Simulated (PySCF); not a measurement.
**Electron correlation in Cu²⁺ (copper, charge +2)**

[Ar] 3d8 4s1, high-spin 4F determinant (an excited configuration). Calculation: PySCF 2.14, in x2c-QZVPPall; the spin-free X2C one-electron Hamiltonian (Gaussian nucleus). Frozen: [Ne]; 17 electrons correlated.

MP2 pair energies summed by pair of shells (mhartree):

| pair | energy | share (%) |
| --- | --- | --- |
| 3d-3d | -260.44 | 41.7 |
| 3p-3d | -201.11 | 32.2 |
| 3p-3p | -49.73 | 8.0 |
| 3s-3d | -47.36 | 7.6 |
| 3s-3p | -26.58 | 4.3 |
| 3d-4s | -26.45 | 4.2 |
| 3p-4s | -7.52 | 1.2 |
| 3s-3s | -4.37 | 0.7 |
| 3s-4s | -0.75 | 0.1 |

Total MP2 correlation energy: -624.31 mhartree.

Same-spin part -205.00 and opposite-spin part -419.31 mhartree; SCS-MP2 scales them by 1/3 and 6/5 to -571.51 mhartree.

This basis was not built for core-valence correlation, so the inner-shell part is incomplete.
